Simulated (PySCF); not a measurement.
Compound: H9NSi3.
Numbering: `[SiH3:1][NH:2][SiH2:3][SiH3:4]` (hydrogens: H5, H6, H7 on Si1; H8 on N2; H9, H10 on Si3; H11, H12, H13 on Si4)

All values: CAM-B3LYP/def2-SVPD (PySCF, non-relativistic), on one gas-phase PBE0-D3(BJ)/def2-SVP geometry that isn't relaxed in the solvent. The solvent is an IEF-PCM continuum (Bondi radii, 1.10 Å for H, scaled by 1.2), and excitations are vertical TDDFT with non-equilibrium linear response and a frozen core. Specific hydrogen bonds and non-electrostatic terms are outside this model.

Gas-phase singlets (H = HOMO, L = LUMO):

```json
{"state": "S1", "E (eV)": "6.005", "λ (nm)": "206", "f": "0.001", "leading configurations": "H→L 96%"}
{"state": "S2", "E (eV)": "6.957", "λ (nm)": "178", "f": "0.030", "leading configurations": "H-1→L 85%"}
{"state": "S3", "E (eV)": "7.143", "λ (nm)": "174", "f": "0.016", "leading configurations": "H→L+1 65%, H→L+2 10%"}
{"state": "S4", "E (eV)": "7.327", "λ (nm)": "169", "f": "0.006", "leading configurations": "H→L+2 40%, H→L+3 21%"}
{"state": "S5", "E (eV)": "7.431", "λ (nm)": "167", "f": "0.040", "leading configurations": "H→L+3 52%, H→L+2 26%"}
```

What are the lowest 5 singlets in cyclohexane (ε = 2.017)?

| state | E (eV) | λ (nm) | f | leading configurations | change by rank (eV) |
| --- | --- | --- | --- | --- | --- |
| S1 | 6.026 | 206 | 0.002 | H→L 95% | +0.021 |
| S2 | 6.960 | 178 | 0.051 | H-1→L 86% | +0.003 |
| S3 | 7.101 | 175 | 0.024 | H→L+1 65%, H→L+2 11% | -0.042 |
| S4 | 7.314 | 170 | 0.010 | H→L+3 33%, H→L+2 29% | -0.013 |
| S5 | 7.388 | 168 | 0.064 | H→L+3 40%, H→L+2 37% | -0.043 |

What are the lowest 5 singlets in dichloromethane (ε = 8.93)?

```json
{"state": "S1", "E (eV)": "6.058", "λ (nm)": "205", "f": "0.002", "leading configurations": "H→L 95%", "change by rank (eV)": "+0.053"}
{"state": "S2", "E (eV)": "6.988", "λ (nm)": "177", "f": "0.053", "leading configurations": "H-1→L 85%", "change by rank (eV)": "+0.031"}
{"state": "S3", "E (eV)": "7.078", "λ (nm)": "175", "f": "0.024", "leading configurations": "H→L+1 66%, H→L+2 11%", "change by rank (eV)": "-0.065"}
{"state": "S4", "E (eV)": "7.309", "λ (nm)": "170", "f": "0.014", "leading configurations": "H→L+3 48%, H→L+2 18%", "change by rank (eV)": "-0.018"}
{"state": "S5", "E (eV)": "7.379", "λ (nm)": "168", "f": "0.060", "leading configurations": "H→L+2 50%, H→L+3 27%", "change by rank (eV)": "-0.052"}
```

The ground-state energy changes by -0.064 eV from gas to dichloromethane. By how much does the total energy of gas-phase S1 change?

E(S1) = E(S0) + excitation energy, so it changes by -0.064 + 0.053 = -0.011 eV: it is lowered less than the ground state, which is what a blue shift means. This is the vertical state, with the slow part of the continuum still set for S0.

How do the frontier levels move from gas to dichloromethane?

```json
{"orbital": "LUMO+2", "gas (eV)": "1.42", "solvent (eV)": "1.52", "change (eV)": "+0.10"}
{"orbital": "LUMO+1", "gas (eV)": "1.07", "solvent (eV)": "1.15", "change (eV)": "+0.08"}
{"orbital": "LUMO", "gas (eV)": "0.53", "solvent (eV)": "0.73", "change (eV)": "+0.20"}
{"orbital": "HOMO", "gas (eV)": "-8.85", "solvent (eV)": "-8.70", "change (eV)": "+0.15"}
{"orbital": "HOMO-1", "gas (eV)": "-9.52", "solvent (eV)": "-9.41", "change (eV)": "+0.11"}
{"orbital": "HOMO-2", "gas (eV)": "-10.82", "solvent (eV)": "-10.72", "change (eV)": "+0.10"}
{"orbital": "HOMO-3", "gas (eV)": "-10.90", "solvent (eV)": "-10.81", "change (eV)": "+0.09"}
```

The HOMO–LUMO gap goes from 9.38 to 9.43 eV.

Conformer computed: `[SiH3:1][NH:2][SiH2:3][SiH3:4]`: Si1–N2–Si3–Si4 11°.
